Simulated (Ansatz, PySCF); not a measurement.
ClH3Si. Atoms are numbered in the order given.

```xyz
5

Si     0.0000     0.0000    -0.9919
Cl     0.0000     0.0000     1.0744
H      1.2122     0.6999    -1.4596
H     -1.2122     0.6999    -1.4596
H      0.0000    -1.3997    -1.4596
```
Charge 0, spin multiplicity 1.

Geometry optimised at B3LYP-D3(BJ)/def2-TZVP. The isomer is the one that the SMILES or the coordinates give; other isomers of the formula were not compared.

Vertical ionisation energy (IE) and electron affinity (EA) in eV. Rows of orbital energies are one-electron estimates. Where ΔSCF, EOM or ADC give a negative EA the extra electron is unbound and the value depends on the basis.

```tsv
level	IE	EA
−ε(HOMO), −ε(LUMO), ωB97X/def2-TZVPD (PySCF)	11.49	-1.60
−ε(HOMO), −ε(LUMO), PBE/def2-TZVPD (PySCF)	7.70	1.20
ADC(2)/aug-cc-pVDZ (PySCF)	11.27	-0.79
ΔSCF, CAM-B3LYP/def2-TZVPD (Ansatz), final states of multiplicity 2 and 2	11.63	-1.18
ΔSCF, PBE/def2-TZVPD (Ansatz), final states of multiplicity 2 and 2	11.14	-0.84
```

Question: What vertical singlet–triplet gap does ΔSCF give with CAM-B3LYP/def2-TZVPD (Ansatz, a first-principles code) and with PBE/def2-TZVPD (Ansatz)? (Estimate from the structure and the level; the computed values follow.)

Answer: 7.19 and 6.44 eV (triplet above singlet where positive).

Question: Beyond the first one, list the lowest photoelectron lines from PySCF with ADC(2)/aug-cc-pVDZ with their pole strengths (two spins summed). (The exact figures need the calculation; the answer reports its results.)

Answer: 13.40 eV (1.82), 13.56 eV (1.84), 13.56 eV (1.84), 18.66 eV (1.79).
